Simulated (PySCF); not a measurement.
```xyz
7
charge 0 multiplicity 1, angstrom
Al    0.0000    0.0000    0.0000
O     1.7112    0.0855    0.0000
O    -0.9296    1.4392    0.0000
O    -0.7816   -1.5247    0.0000
H     2.2485   -0.7218    0.0000
H    -0.4992    2.3082    0.0000
H    -1.7493   -1.5864    0.0000
```

These are results of PBE/[Al def2-SVP, O def2-SVP, H def2-SVP], no relativity, density fitting, PySCF, not measurements.

This geometry of Al(OH)₃ is a stationary point at this level.

Problem. What is the point group?

Solution. C3h.

Problem. Is it a minimum?

Solution. Yes: all harmonic wavenumbers are real.

Problem. List the harmonic modes with their infrared intensities.

Solution. 
```
symmetry  ω (cm⁻¹)  IR (km/mol, summed over degenerate members)
      e'       224                                         55.5
     a''       268                                          7.3
     a''       288                                          385
     e''       322                                          0.0
      a'       590                                          0.0
      e'       614                                          409
      a'       683                                          0.0
      e'       928                                          257
      e'      3814                                          202
      a'      3815                                          0.0
```

Problem. What is the atomisation energy, with and without zero-point energy?

Solution. 2763 kJ/mol without, 2659 kJ/mol with.

In C3h the vibrations span 4e' + 2a'' + e'' + 3a'. The a', e'' modes carry no infrared intensity, as symmetry demands.

This need not be the most stable arrangement of these atoms.
